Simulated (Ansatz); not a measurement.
Consider the formal hydrolysis of the Sn–Cl bond: `[OH][SnH]([Cl])[Cl]` + H₂O → `[OH][SnH]([OH])[Cl]` + HCl.

Program: Ansatz. Geometries: PBE0-D4/def2-TZVP. ΔE: electronic, gas phase. CBS: MP2 limit from def2 TZ/QZ plus the TZ coupled-cluster correction, frozen cores. This one scheme is used for every species. Functionals use def2-TZVPP. Elements past krypton have def2 core potentials. For Sn outer-core shells are correlated without core-valence functions, which leaves a few kJ/mol of doubt a bond. One conformer a species, not always the lowest.

CCSD(T)/CBS gives +0.66 eV.

(1) Another level gave +0.66 eV. Which?
A. r2SCAN0-D4/def2-TZVPP
B. ωB97M-V/def2-TZVPP
C. CCSD(T)/def2-TZVPP
D. RPA@PBE/def2-TZVPP

Largest T1 diagnostic among the species: 0.013.

## Answers

(1) B. ωB97M-V 0.66, r2SCAN0-D4 0.71, CCSD(T)/def2-TZVPP 0.61, RPA@PBE/def2-TZVPP 0.56 eV.

From BLYP to BHLYP (50 % exact exchange), in def2-TZVPP and without D4, ΔE moves by +0.09 eV. Leaving LDA and LC-ωPBE aside and taking each functional with its dispersion term where it has one, the values, not all of them listed here, spread over 0.10 eV, from BLYP-D4 to BHLYP-D4. In def2-TZVPP, CCSD(T) changes the Hartree–Fock value by −0.11 eV (the triples alone add −0.01 eV) and MP2 by −0.08 eV.
